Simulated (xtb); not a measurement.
C₆H₁₁O₃ (SMILES [CH2]C(=O)OC(C)COC), doublet, geometry from GFN2-xTB; GFN1-xTB (xtb).

xtb was given this input:
```
$ xtb mol.xyz --gfn 1 --uhf 1 --json

# file mol.xyz
20

C     -2.84706813    -1.01556040    -0.45137452
C     -1.93997425    -0.09485473     0.15029743
O     -2.18277782     0.59152154     1.12868396
O     -0.75557604    -0.06081484    -0.50369527
C      0.25503602     0.78486004     0.03943625
C      0.10101297     2.20323868    -0.50346089
C      1.60191394     0.16650541    -0.32791218
O      1.81876230    -0.96055683     0.48437672
C      3.00690422    -1.64061159     0.17483949
H     -2.55438891    -1.56747728    -1.32403870
H     -3.82275640    -1.14674455    -0.02326994
H      0.14629852     0.78954684     1.13182408
H      0.19398139     2.20050608    -1.58712482
H     -0.87849562     2.58866316    -0.23201452
H      0.86203775     2.85028242    -0.07783406
H      1.59069645    -0.12045765    -1.39031957
H      2.40151494     0.90775933    -0.17397443
H      3.07160979    -2.48096705     0.86247585
H      3.88240569    -0.99178154     0.30601710
H      2.99688006    -2.01199315    -0.85761762
```

Output, abridged:

```
   ID    Z sym.   atoms
    1    6 C      1, 2, 5-7, 9
    2    8 O      3, 4, 8
    3    1 H      10-20

           -------------------------------------------------
          |                Calculation Setup                |
           -------------------------------------------------

           -------------------------------------------------
          |                 G F N 1 - x T B                 |
           -------------------------------------------------

          ...................................................
          :                      SETUP                      :
          :.................................................:
          :  # basis functions                  58          :
          :  # atomic orbitals                  58          :
          :  # shells                           40          :
          :  # electrons                        53          :
          :  # halogen bonds                     0          :
          :  max. iterations                   250          :
          :  Hamiltonian                  GFN1-xTB          :
          :  restarted?                      false          :
          :  GBSA solvation                  false          :
          :  PC potential                    false          :
          :  electronic temp.          300.0000000     K    :
          :  accuracy                    1.0000000          :
          :  -> integral cutoff          0.2500000E+02      :
          :  -> integral neglect         0.1000000E-07      :
          :  -> SCF convergence          0.1000000E-05 Eh   :
          :  -> wf. convergence          0.2000000E-04 e    :
          :  Broyden damping             0.4000000          :
          :  net charge                          0          :
          :  unpaired electrons                  1          :
          ...................................................

 iter      E             dE          RMSdq      gap      omega  full diag
   1    -32.7991750 -0.327992E+02  0.778E+00    6.03       0.0  T
   2    -32.9507957 -0.151621E+00  0.463E+00    5.20       1.0  T
   3    -32.9484101  0.238557E-02  0.163E+00    5.70       1.0  T
   4    -32.9580341 -0.962399E-02  0.223E-01    5.42       1.0  T
   5    -32.9586985 -0.664373E-03  0.452E-02    5.44       1.0  T
   6    -32.9587367 -0.381773E-04  0.106E-02    5.44       2.1  T
   7    -32.9587377 -0.993591E-06  0.142E-03    5.44      15.7  T
   8    -32.9587377 -0.262086E-07  0.620E-04    5.44      36.0  T
   9    -32.9587377 -0.245240E-08  0.166E-04    5.44     134.6  T
  10    -32.9587377 -0.139615E-09  0.327E-05    5.44     683.6  T

   *** convergence criteria satisfied after 10 iterations ***

         :::::::::::::::::::::::::::::::::::::::::::::::::::::
         ::                     SUMMARY                     ::
         :::::::::::::::::::::::::::::::::::::::::::::::::::::
         :: total energy             -32.659622423194 Eh    ::
         :: gradient norm              0.015211795640 Eh/a0 ::
         :: HOMO-LUMO gap              5.441013437868 eV    ::
         ::.................................................::
         :: SCC energy               -32.958737702155 Eh    ::
         :: -> electrostatic           0.130153084281 Eh    ::
         :: repulsion energy           0.306612270189 Eh    ::
         :: dispersion energy         -0.007496991227 Eh    ::
         :: halogen bond corr.         0.000000000000 Eh    ::
         :: add. restraining           0.000000000000 Eh    ::
         :: total charge               0.000000000000 e     ::
         :::::::::::::::::::::::::::::::::::::::::::::::::::::

           -------------------------------------------------
          |                Property Printout                |
           -------------------------------------------------

    * Orbital Energies and Occupations

         #    Occupation            Energy/Eh            Energy/eV
[...]
        35                         -0.0791839              -2.1547
        36                         -0.0687525              -1.8709
        37                         -0.0595014              -1.6191
        38                         -0.0540040              -1.4695
       ...                                ...                  ...
        58                          0.7130405              19.4028
      -------------------------------------------------------------
                  HL-Gap            0.1999536 Eh            5.4410 eV
             Fermi-level           -0.3730717 Eh          -10.1518 eV

  Mulliken/CM5 charges         n(s)   n(p)   n(d)
     1C    -0.03734 -0.13236   1.100  2.938  0.000
     2C     0.56318  0.61559   0.954  2.483  0.000
     3O    -0.54110 -0.59104   1.728  4.813  0.000
     4O    -0.42556 -0.50400   1.690  4.735  0.000
     5C     0.22290  0.18319   1.022  2.755  0.000
     6C    -0.10852 -0.25574   1.015  3.093  0.000
     7C     0.18931  0.11353   0.996  2.815  0.000
     8O    -0.45740 -0.56406   1.681  4.777  0.000
     9C     0.17427  0.05285   0.968  2.858  0.000
    10H     0.06449  0.12200   0.936  0.000  0.000
    11H     0.06822  0.12442   0.932  0.000  0.000
    12H     0.06128  0.13702   0.939  0.000  0.000
    13H     0.03692  0.09177   0.963  0.000  0.000
    14H     0.05929  0.11609   0.941  0.000  0.000
    15H     0.03489  0.08796   0.965  0.000  0.000
    16H     0.02295  0.08911   0.977  0.000  0.000
    17H     0.01082  0.07406   0.989  0.000  0.000
    18H     0.03665  0.09751   0.963  0.000  0.000
    19H     0.01130  0.06996   0.989  0.000  0.000
    20H     0.01344  0.07215   0.987  0.000  0.000

Wiberg/Mayer (AO) data.
largest (>0.10) Wiberg bond orders for each atom

 ---------------------------------------------------------------------------
     #   Z sym  total        # sym  WBO       # sym  WBO       # sym  WBO
 ---------------------------------------------------------------------------
     1   6 C    3.369 --     2 C    1.194    10 H    0.984    11 H    0.983
                             3 O    0.138
     2   6 C    3.872 --     3 O    1.601     1 C    1.194     4 O    1.052
     3   8 O    1.929 --     2 C    1.601     1 C    0.138     4 O    0.136
     4   8 O    2.183 --     2 C    1.052     5 C    0.898     3 O    0.136
     5   6 C    3.885 --     6 C    0.995     7 C    0.984    12 H    0.958
                             4 O    0.898
     6   6 C    3.994 --     5 C    0.995    13 H    0.987    15 H    0.986
                            14 H    0.982
     7   6 C    3.929 --     5 C    0.984    17 H    0.971    16 H    0.970
                             8 O    0.953
     8   8 O    2.014 --     9 C    0.954     7 C    0.953
     9   6 C    3.921 --    18 H    0.982    19 H    0.981    20 H    0.980
                             8 O    0.954
    10   1 H    1.003 --     1 C    0.984
    11   1 H    1.002 --     1 C    0.983
    12   1 H    1.013 --     5 C    0.958
    13   1 H    1.003 --     6 C    0.987
    14   1 H    1.005 --     6 C    0.982
    15   1 H    1.003 --     6 C    0.986
    16   1 H    1.013 --     7 C    0.970
    17   1 H    1.012 --     7 C    0.971
    18   1 H    1.016 --     9 C    0.982
    19   1 H    1.010 --     9 C    0.981
    20   1 H    1.011 --     9 C    0.980
 ---------------------------------------------------------------------------

Topologies differ in total number of bonds
Writing topology from bond orders to xtbtopo.mol

 dipole moment from electron density (au)
     X       Y       Z
   0.8722  -0.2791  -1.3806  total (Debye):    4.211

           -------------------------------------------------
          | TOTAL ENERGY              -32.659622423194 Eh   |
          | GRADIENT NORM               0.015211795640 Eh/α |
          | HOMO-LUMO GAP               5.441013437868 eV   |
           -------------------------------------------------

normal termination of xtb
```
